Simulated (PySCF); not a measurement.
Computed properties of oxetane-3-carbaldehyde (C4H6O2), SMILES O=CC1COC1

oxetane-3-carbaldehyde (C₄H₆O₂), SMILES O=CC1COC1. Geometry optimised at ωB97X-D3(BJ)/def2-SVP. The values are those of a single conformer. All values are computed for the isolated molecule unless a solvent is named; none is compared with measurement here.

**Structure.** The optimised structure has Cs symmetry. All 30 harmonic modes at ωB97X-D3(BJ)/def2-SVP (PySCF) are real, so it is a minimum. With heavy atoms numbered as in [O:1]=[CH:2][CH:3]1[CH2:4][O:5][CH2:6]1, the shortest bond between them is O1–C2 at 1.203 Å and the longest C3–C4 at 1.545 Å.

**Vibrations.** The strongest infrared lines (harmonic, unscaled, degenerate partners summed) lie at 1898 cm⁻¹ (214 km/mol, C 61 %, O 37 %), 1121 cm⁻¹ (105 km/mol, C 51 %, O 47 %), 3054 cm⁻¹ (102 km/mol, H 95 %). The softest mode is at 66 cm⁻¹ and the zero-point energy is 61.3 kcal/mol.

**Electronic structure.** ωB97X/def2-TZVP (PySCF) places the frontier levels at -9.97 and 1.28 eV, a gap of 11.25 eV, and gives a dipole moment of 1.33 D and a mean polarisability of 50.8 bohr³. PBE/def2-TZVP (PySCF) at the same geometry gives -5.95 and -2.24 eV, so its gap is 7.54 eV narrower. An orbital gap is neither the optical nor the fundamental gap.

**Excitations.** TDDFT-B3LYP/def2-SVPD (PySCF) has S1 at 4.18 eV (297 nm, f = 0.000, dark); the most intense of the 10 singlets computed lies at 7.43 eV (f = 0.09). T1 (TDA) is at 3.59 eV. TDDFT-PBE/def2-SVPD (PySCF) puts S1 at 3.79 eV. No vertical singlet excitation falls in the visible range (under 3.1 eV).

**NMR.** GIAO shifts at PBE0/pcSseg-1 (PySCF) (non-relativistic, atoms alike by connectivity averaged): ¹³C from 50.1 to 205.5 ppm against TMS; ¹H from 3.4 to 10.5 ppm against TMS.

**Solvation.** SMD-M06-2X/def2-SVP (PySCF) gives -6.6 kcal/mol in water, -6.7 kcal/mol in ethylethanoate, -6.6 kcal/mol in diethylether (1 M in both phases, gas-phase geometry); of these solvents ethylethanoate holds the molecule best.
